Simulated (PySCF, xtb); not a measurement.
B(Cl)(OH)(OEt) (C2H6BClO2), SMILES CCOB(O)Cl. The values are those of a single conformer.

Harmonic wavenumbers (cm⁻¹) from GFN2-xTB in xtb 6.7.1 at its own minimum, in rising order: 29, 99, 159, 231, 281, 362, 431, 517, 530, 643, 831, 869, 953, 1046, 1092, 1123, 1153, 1252, 1316, 1366, 1397, 1459, 1475, 1491, 2936, 2950, 3047, 3049, 3051, 3629.

Task: What does PySCF with PBE-D3(BJ)/def2-SVP give at its own minimum? (Estimate from the structure and the level; the computed values follow.)

Result: 58, 89, 190, 277, 301, 383, 452, 514, 581, 683, 789, 859, 958, 1058, 1088, 1144, 1224, 1275, 1321, 1355, 1407, 1418, 1429, 1489, 2975, 2978, 3032, 3072, 3079, 3763. Paired by order, the mean absolute difference is 28 cm⁻¹ and the zero-point energies are 55.4 and 56.1 kcal/mol.
